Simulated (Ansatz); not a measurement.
**Cost against result**

Saddle point of Si2NH7S, closed shell (Si₂NH₇S ([NH2][SiH]([SiH3])[SH]) → Si₂H₄S ([SiH3][SiH][S]) + NH₃ (still joined by a long Si–N bond); bonds formed: N2–H4; bonds broken: S3–H4; bonds weakened to dative contacts: Si1–N2), PBE0-D4/def2-TZVP structure:

```
11
angstrom
Si -0.3384 0.2811 -0.7018
N 1.3412 0.9370 -0.3301
S 0.4197 -0.7425 -2.3276
H 1.4783 0.2002 -1.4403
H -1.1826 1.4877 -0.9361
Si -1.1369 -0.9574 1.1183
H 1.4916 1.9373 -0.4002
H 1.8321 0.5698 0.4769
H -0.0505 -1.8555 1.5974
H -2.3000 -1.7808 0.6974
H -1.5544 -0.0769 2.2460
```

Barriers are electronic and count from the start structure reached by relaxing down the imaginary mode.

Computed with Ansatz 0.2.0 (basis: as named in each row); correlated methods freeze the cores. B3LYP uses VWN-RPA correlation. Extrapolation: Hartree–Fock as exp(−7.88 √X), correlation as X^−2.97.

Times are rough, for one single point on 4 threads of a shared host (Arm Neoverse V2).

The estimate by CCSD(T) at an estimated basis limit (MP2 extrapolated from triple and quadruple zeta, plus CCSD(T) − MP2 in triple zeta) is 28.01 kcal/mol.

| method | basis | time (s) | barrier (kcal/mol) | method less estimate |
| --- | --- | --- | --- | --- |
| HF | STO-3G | under 1 | 59.06 | 31.04 |
| PBE-D4 | STO-3G | under 1 | 26.67 | -1.34 |
| SPW92 | def2-SVP | under 1 | 15.67 | -12.34 |
| B3LYP-D4 | 6-31G | under 1 | 23.32 | -4.69 |
| PBE-D4 | def2-SVP | under 1 | 19.91 | -8.10 |
| PBE0-D4 | def2-SVP | 1 | 23.68 | -4.34 |
| SPW92 | def2-TZVPP | 1 | 17.84 | -10.17 |
| PBE-D4 | def2-TZVPP | 2 | 21.65 | -6.36 |
| BLYP-D4 | def2-TZVPP | 2 | 25.36 | -2.65 |
| B3LYP-D4 | def2-TZVPP | 3 | 27.83 | -0.18 |
| CCSD(T) | def2-SVP | 3 | 29.49 | 1.48 |
| BHLYP-D4 | def2-TZVPP | 3 | 32.00 | 3.99 |
| PBE0-D4 | def2-TZVPP | 3 | 25.01 | -3.01 |
| CAM-B3LYP-D4 | def2-TZVPP | 3 | 29.49 | 1.48 |
| r2SCAN-D4 | def2-TZVPP | 4 | 24.31 | -3.70 |
| wB97M-V | def2-SVP | 5 | 26.86 | -1.15 |
| RPA on PBE | def2-TZVPP | 5 | 28.98 | 0.97 |
| r2SCAN0-D4 | def2-TZVPP | 5 | 26.60 | -1.41 |
| B2PLYP | def2-TZVPP | 6 | 27.98 | -0.04 |
| PBE-QIDH | def2-TZVPP | 6 | 27.02 | -0.99 |
| wB97X-V | def2-TZVPP | 8 | 29.42 | 1.41 |
| B97M-V | def2-TZVPP | 8 | 26.35 | -1.66 |
| wB97M-V | def2-TZVPP | 9 | 28.47 | 0.46 |
| MP2 | def2-QZVPP | 20 | 26.20 | -1.81 |
| CCSD(T) | def2-TZVPP | 100 | 28.74 | 0.73 |

All methods are single points on the PBE0-D4 structures.

T1 diagnostic: at most 0.014.

Labels in which every atom is bracketed show which atoms are joined, not bond orders.
